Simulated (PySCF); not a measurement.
Theoretical values (PySCF 2.14.0 with density-fitted response routines): geometry: GFN2-xTB, shielding tensors at PBE0/pcSseg-1 (GIAO). One conformer, rapidly exchanging positions averaged, no relativistic terms, in vacuum.

Referencing at the same level of theory: ¹H, ¹³C vs TMS. Shifts are as computed. Against solution values, carbons near 30 ppm lie about +3 ppm off and those near 130 ppm about +5 ppm; carbons on Cl a further +6 ppm. Of 1211 compounds with measured shifts, 218 miss one by over three times the rms of a fit or turn the order of signals round; such compounds aren't used in these exercises. Carbons bonded to Cl come out too deshielded.

(1) Order these molecules by the shift of their most shielded carbon-bound hydrogen, lowest δ first.
A. C#C[C@@H]1CCOC(=O)[C@H]1C
B. CO/C(F)=C1C(Cl)=C\1C(F)(F)F
C. CP(C)[P@@]1(=O)C[C@H]1[SiH3]
D. C=C1C[C@@H]1C(=C)OC(C)=O

(2) Order these molecules by the shift of their most deshielded carbon-bound hydrogen, lowest δ first.
A. C=C1C[C@@H]1C(=C)OC(C)=O
B. CO/C(F)=C1C(Cl)=C\1C(F)(F)F
C. CP(C)[P@@]1(=O)C[C@H]1[SiH3]
D. C#C[C@@H]1CCOC(=O)[C@H]1C

(3) How many ¹³C and ¹H signals does each give (equivalence by symmetry and fast rotation, but not about amide C–N or C=N bonds)? `CO/C(F)=C1C(Cl)=C\1C(F)(F)F`, `C=C1C[C@@H]1C(=C)OC(C)=O`, `C#C[C@@H]1CCOC(=O)[C@H]1C`, `CP(C)[P@@]1(=O)C[C@H]1[SiH3]`

Answers

(1) C (0.64 ppm, hydrogen on a three-membered-ring carbon), D (1.02 ppm, hydrogen on a three-membered-ring carbon), A (1.40 ppm, hydrogen on a methyl carbon), B (3.92 ppm, hydrogen on a methyl carbon bonded to O).

(2) C (2.02 ppm, hydrogen on a three-membered-ring carbon), B (3.92 ppm, hydrogen on a methyl carbon bonded to O), D (4.41 ppm, hydrogen on an sp3 CH2 bonded to O), A (6.01 ppm, hydrogen on a terminal =CH2 carbon).

(3) CO/C(F)=C1C(Cl)=C\1C(F)(F)F: 6 C, 1 H; C=C1C[C@@H]1C(=C)OC(C)=O: 8 C, 8 H; C#C[C@@H]1CCOC(=O)[C@H]1C: 8 C, 8 H; CP(C)[P@@]1(=O)C[C@H]1[SiH3]: 3 C, 5 H.
